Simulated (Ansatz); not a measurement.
BeMeBr (CH3BeBr): single points at one geometry.

```yaml
crystal:
  periodic: [false, false, false]
  atoms:
    - {symbol: Be, position_ang: [-0.008063, 0.006269, -0.988906]}
    - {symbol: C, position_ang: [0.002810, -0.000393, 0.682918]}
    - {symbol: H, position_ang: [-0.440518, 0.911238, 1.096623]}
    - {symbol: H, position_ang: [1.021447, -0.073554, 1.077972]}
    - {symbol: H, position_ang: [-0.562199, -0.847346, 1.086007]}
    - {symbol: Br, position_ang: [-0.013457, 0.003786, -2.954604]}
basis:
  gaussian: {orbitals: def2-TZVP}
magnetization: {spin_polarized: true, initial_magnetization: 2}
hamiltonian: {xc: pbe0, dispersion: d4}
scf: {omitted_lower_state_checks: [starts]}
output: {orbitals: {seedname: orbitals}}
```

The file start.molden holds the orbitals of an earlier run on this structure, at another level or in another basis.

```sh
$ ansatz run in.yaml --threads 4 --pin off --events-out ev --progress --plain --max-ram 3916MiB
```

It prints (some lines left out):

```
Functional definition: PBE0
866 factors; their error is unknown
mean field evaluation 1: about -71508.6948 eV, gradient 4.2e1 eV
mean field evaluation 2: about -71484.1181 eV, gradient 6.8e1 eV
mean field evaluation 4: about -71514.8653 eV, gradient 2.2e1 eV
mean field evaluation 8: about -71518.6196 eV, gradient 2.7e0 eV
mean field evaluation 16: about -71518.7281 eV, gradient 7.1e-2 eV
mean field evaluation 32: about -71519.1620 eV, gradient 3.5e-2 eV
mean field -71519.16460733 eV, -2628.2808218883 hartree, gradient 9.9e-6 eV, S^2 2.005166; 0 other end points of the search recorded, 0 dependent functions left out
reference -71519.16463867 eV, -2628.2808230402 hartree; 25, 23 occupied and 91, 93 virtual orbitals, 866 factors
Total energy: -71519.22723343 eV, -2628.2831233551 hartree
Checks for a lower state left out: starts
```

Hardware: 4 threads of Arm Neoverse V1 on a shared host. Wall time 9 s.

First input, but with `gaussian: {orbitals: def2-TZVP, initial_orbitals: start.molden}`, `hamiltonian: {xc: pbe, dispersion: d4}` (abridged; 3.9 s):

```
Functional definition: PBE
mean field evaluation 16: about -71516.6992 eV, gradient 2.4e-4 eV
mean field -71516.69915683 eV, -2628.1902182538 hartree, gradient 7.1e-6 eV, S^2 2.003209
Total energy: -71516.77249386 eV, -2628.1929133397 hartree
Checks for a lower state left out: starts
```

First input, but with `gaussian: {orbitals: def2-TZVP, initial_orbitals: start.molden}`, `hamiltonian: {xc: r2scan, dispersion: d4}` (abridged; 12 s):

```
Functional definition: r2SCAN
mean field evaluation 16: about -71528.2144 eV, gradient 2.9e-4 eV
mean field -71528.21440270 eV, -2628.6133957340 hartree, gradient 6.5e-7 eV, S^2 2.006131
Total energy: -71528.23278375 eV, -2628.6140712254 hartree
Checks for a lower state left out: starts
```

Geometry: PBE0-D4/def2-TZVP, that of the neutral singlet.

At PBE-D4/def2-TZVP, r2SCAN-D4/def2-TZVP the gap within one spin of the charge 0 triplet nearly closes, so an electron or hole may be smeared out by delocalisation error. At PBE0-D4/def2-TZVP a singlet of charge 0 lies 6.64 eV below the triplet at the same geometry.
